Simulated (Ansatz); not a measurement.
Relaxation of CH$_{8}$SSn (11 atoms, charge 0, multiplicity 1), to a largest force component of 0.03 eV/Å in at most 50 steps.

Method: Ansatz, RKS PBE/def2-SVP.

```xyz
11
Properties=species:S:1:pos:R:3
Sn -0.134 -0.132 0.132
C -0.170 -0.117 2.293
H -0.851 -0.916 2.646
H 0.834 -0.320 2.712
H -0.555 0.844 2.686
H 1.469 -0.351 -0.471
H -0.849 1.297 -0.518
H -1.078 -1.494 -0.391
S 1.874 2.644 1.374
H 2.983 1.856 1.386
H 1.200 1.749 2.187
```

Question: Where does it end, and by what steps?

Answer: The forces met the threshold. The force dipped under the threshold on the way, but the program's further checks kept it going. After 34 steps the energy has fallen by 0.140 eV; H11 moved furthest, 1.52 Å.

```
step  energy less start (eV)  largest force component (eV/Å)  accepted
   0                  0.0000                           0.491       yes
   2                 -0.0814                           0.151       yes
   4                 -0.0941                           0.171       yes
   6                 -0.0970                           0.030       yes
   8                 -0.0988                           0.312        no
  10                 -0.1018                           0.061       yes
  12                 -0.1031                           0.064       yes
  14                 -0.1053                           0.169       yes
  16                 -0.1057                           0.428        no
  18                 -0.1162                           0.153       yes
  20                 -0.1203                           0.046       yes
  22                 -0.1267                           0.177       yes
  24                 -0.1330                           0.107       yes
  26                 -0.1371                           0.012       yes
  28                 -0.1379                           0.035       yes
  30                 -0.1385                           0.052       yes
  32                 -0.1392                           0.085       yes
  34                 -0.1398                           0.024       yes
```

```xyz
11
Properties=species:S:1:pos:R:3
Sn -0.122 -0.332 0.148
C -0.424 -0.313 2.296
H -1.504 -0.393 2.522
H 0.110 -1.163 2.763
H -0.032 0.641 2.697
H 1.567 -0.194 -0.224
H -0.962 0.981 -0.601
H -0.699 -1.817 -0.533
S 1.887 3.058 1.726
H 2.325 2.338 0.655
H 2.576 2.256 2.587
```

Whether the end is a true minimum wasn't checked by a vibrational analysis.

Time of the run: 75 s on 2 threads of Arm Neoverse V1, on a shared host, peak memory 0.14 GiB.
